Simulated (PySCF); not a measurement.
# Basis-set dependence of population analyses: `FC1=CC(F)(F)C=C1`

Species: C5H3F3.
Numbering: `[F:1][C:2]1=[CH:3][C:4]([F:5])([F:6])[CH:7]=[CH:8]1` (hydrogens: H9 on C3; H10 on C7; H11 on C8)

PBE0 throughout (PySCF), one geometry, spherical d and f functions. Geometry: PBE0-D3(BJ)/def2-SVP; no solvent, vibrations or thermal averaging. Atoms taken as equivalent share a column and are averaged. The first 7 of 10 kinds of atom are listed.

Mulliken charges (e):

| basis | functions | F1 | C2 | C3 | C4 | F5/F6 | C7 | C8 |
| --- | --- | --- | --- | --- | --- | --- | --- | --- |
| STO-3G | 43 | -0.057 | +0.105 | -0.155 | +0.224 | -0.104 | -0.101 | -0.099 |
| 6-31G | 78 | -0.294 | +0.280 | -0.145 | +0.385 | -0.295 | -0.134 | -0.163 |
| pcSseg-0 | 78 | -0.341 | +0.237 | -0.138 | +0.456 | -0.341 | -0.173 | -0.203 |
| 6-31G* | 118 | -0.290 | +0.392 | -0.299 | +0.637 | -0.320 | -0.211 | -0.214 |
| cc-pVDZ | 127 | -0.131 | +0.163 | -0.060 | +0.325 | -0.191 | -0.008 | -0.019 |
| def2-SVP | 127 | -0.175 | +0.264 | -0.138 | +0.397 | -0.216 | -0.034 | -0.051 |
| aug-cc-pVDZ | 211 | -0.553 | +0.549 | +0.300 | +1.260 | -0.560 | +0.202 | +0.382 |
| 6-311+G(2d,p) | 234 | -0.306 | +0.224 | -0.041 | +0.324 | -0.267 | -0.101 | +0.038 |
| def2-TZVP | 266 | -0.166 | +0.292 | -0.372 | +0.563 | -0.180 | -0.278 | -0.140 |
| cc-pVTZ | 282 | -0.124 | +0.237 | -0.269 | +0.431 | -0.184 | -0.165 | -0.173 |
| IGLO-III | 310 | -0.221 | +0.293 | -0.150 | +0.373 | -0.226 | -0.067 | -0.114 |
| pcSseg-2 | 330 | -0.241 | +0.319 | -0.163 | +0.583 | -0.268 | -0.079 | -0.072 |

IAO charges (e):

```csv
basis,functions,F1,C2,C3,C4,F5/F6,C7,C8
STO-3G,43,-0.069,+0.145,-0.244,+0.301,-0.127,-0.164,-0.158
6-31G,78,-0.221,+0.281,-0.256,+0.517,-0.270,-0.168,-0.162
pcSseg-0,78,-0.205,+0.271,-0.260,+0.505,-0.260,-0.167,-0.163
6-31G*,118,-0.232,+0.312,-0.269,+0.573,-0.284,-0.167,-0.163
cc-pVDZ,127,-0.231,+0.313,-0.273,+0.571,-0.284,-0.168,-0.165
def2-SVP,127,-0.231,+0.310,-0.267,+0.569,-0.285,-0.163,-0.161
aug-cc-pVDZ,211,-0.243,+0.318,-0.270,+0.578,-0.295,-0.168,-0.164
"6-311+G(2d,p)",234,-0.244,+0.318,-0.269,+0.576,-0.295,-0.167,-0.163
def2-TZVP,266,-0.244,+0.322,-0.272,+0.584,-0.296,-0.169,-0.165
cc-pVTZ,282,-0.242,+0.321,-0.274,+0.583,-0.294,-0.169,-0.166
IGLO-III,310,-0.244,+0.321,-0.271,+0.580,-0.296,-0.168,-0.164
pcSseg-2,330,-0.244,+0.322,-0.273,+0.583,-0.296,-0.169,-0.164
```

Hirshfeld charges (e):

```json
{"basis": "STO-3G", "functions": "43", "F1": "-0.009", "C2": "+0.068", "C3": "-0.117", "C4": "+0.188", "F5/F6": "-0.075", "C7": "-0.056", "C8": "-0.040"}
{"basis": "6-31G", "functions": "78", "F1": "-0.069", "C2": "+0.094", "C3": "-0.104", "C4": "+0.186", "F5/F6": "-0.115", "C7": "-0.054", "C8": "-0.041"}
{"basis": "pcSseg-0", "functions": "78", "F1": "-0.061", "C2": "+0.096", "C3": "-0.108", "C4": "+0.186", "F5/F6": "-0.109", "C7": "-0.053", "C8": "-0.041"}
{"basis": "6-31G*", "functions": "118", "F1": "-0.060", "C2": "+0.092", "C3": "-0.106", "C4": "+0.179", "F5/F6": "-0.107", "C7": "-0.052", "C8": "-0.043"}
{"basis": "cc-pVDZ", "functions": "127", "F1": "-0.050", "C2": "+0.088", "C3": "-0.112", "C4": "+0.173", "F5/F6": "-0.097", "C7": "-0.056", "C8": "-0.045"}
{"basis": "def2-SVP", "functions": "127", "F1": "-0.058", "C2": "+0.096", "C3": "-0.111", "C4": "+0.181", "F5/F6": "-0.103", "C7": "-0.056", "C8": "-0.045"}
{"basis": "aug-cc-pVDZ", "functions": "211", "F1": "-0.064", "C2": "+0.094", "C3": "-0.108", "C4": "+0.172", "F5/F6": "-0.104", "C7": "-0.059", "C8": "-0.047"}
{"basis": "6-311+G(2d,p)", "functions": "234", "F1": "-0.066", "C2": "+0.093", "C3": "-0.105", "C4": "+0.171", "F5/F6": "-0.106", "C7": "-0.057", "C8": "-0.045"}
{"basis": "def2-TZVP", "functions": "266", "F1": "-0.064", "C2": "+0.095", "C3": "-0.107", "C4": "+0.171", "F5/F6": "-0.104", "C7": "-0.057", "C8": "-0.045"}
{"basis": "cc-pVTZ", "functions": "282", "F1": "-0.060", "C2": "+0.095", "C3": "-0.109", "C4": "+0.173", "F5/F6": "-0.102", "C7": "-0.057", "C8": "-0.046"}
{"basis": "IGLO-III", "functions": "310", "F1": "-0.064", "C2": "+0.095", "C3": "-0.108", "C4": "+0.172", "F5/F6": "-0.104", "C7": "-0.058", "C8": "-0.046"}
{"basis": "pcSseg-2", "functions": "330", "F1": "-0.065", "C2": "+0.096", "C3": "-0.107", "C4": "+0.172", "F5/F6": "-0.104", "C7": "-0.057", "C8": "-0.046"}
```

ESP-fitted charges (e):

```tsv
basis	functions	F1	C2	C3	C4	F5/F6	C7	C8
STO-3G	43	-0.084	+0.304	-0.431	+0.502	-0.148	-0.243	-0.156
6-31G	78	-0.213	+0.476	-0.577	+0.778	-0.278	-0.364	-0.220
pcSseg-0	78	-0.220	+0.527	-0.673	+0.900	-0.300	-0.410	-0.257
6-31G*	118	-0.138	+0.352	-0.504	+0.575	-0.199	-0.329	-0.169
cc-pVDZ	127	-0.141	+0.362	-0.529	+0.647	-0.218	-0.345	-0.169
def2-SVP	127	-0.162	+0.398	-0.550	+0.691	-0.234	-0.354	-0.175
aug-cc-pVDZ	211	-0.177	+0.424	-0.557	+0.685	-0.236	-0.379	-0.184
6-311+G(2d,p)	234	-0.174	+0.416	-0.560	+0.694	-0.240	-0.386	-0.186
def2-TZVP	266	-0.168	+0.409	-0.555	+0.668	-0.229	-0.374	-0.176
cc-pVTZ	282	-0.157	+0.385	-0.533	+0.640	-0.221	-0.357	-0.169
IGLO-III	310	-0.172	+0.409	-0.545	+0.664	-0.231	-0.371	-0.175
pcSseg-2	330	-0.181	+0.434	-0.575	+0.726	-0.249	-0.382	-0.185
```

Q: Which scheme is steadiest as the basis changes?

A: Largest range over the bases for any column: Hirshfeld 0.06 e, IAO 0.28 e, ESP-fitted 0.40 e, Mulliken 1.04 e. Hirshfeld charges move least and Mulliken charges most, counted in e. Without the minimal STO-3G basis the ranges are Hirshfeld 0.02, IAO 0.08, ESP-fitted 0.32, Mulliken 0.94 e.

Q: How much do the charges still move between the two largest bases, IGLO-III and pcSseg-2?

A: At most, over all atoms: Mulliken 0.210 e, IAO 0.003 e, Hirshfeld 0.001 e, ESP-fitted 0.062 e.

Q: What do the same runs give for the total energy, the frontier levels and the dipole moment?

A: 
```
        basis  energy (Eh)  HOMO (eV)  LUMO (eV)  μ (D)
       STO-3G    -484.6610      -4.49       1.44   1.00
        6-31G    -491.1731      -7.18      -1.85   1.85
     pcSseg-0    -490.1649      -7.52      -2.19   1.83
       6-31G*    -491.2880      -6.84      -1.53   1.60
      cc-pVDZ    -491.3294      -7.00      -1.73   1.64
     def2-SVP    -490.9310      -7.14      -1.87   1.66
  aug-cc-pVDZ    -491.3663      -7.20      -2.00   1.71
6-311+G(2d,p)    -491.4545      -7.21      -2.02   1.76
    def2-TZVP    -491.5031      -7.16      -1.95   1.71
      cc-pVTZ    -491.4794      -7.12      -1.88   1.69
     IGLO-III    -491.5097      -7.19      -2.00   1.72
     pcSseg-2    -491.4995      -7.22      -2.02   1.75
```

The dipole is fixed by the density alone, so its range of 0.85 D shows that the density itself changes with the basis, not only its division among atoms.
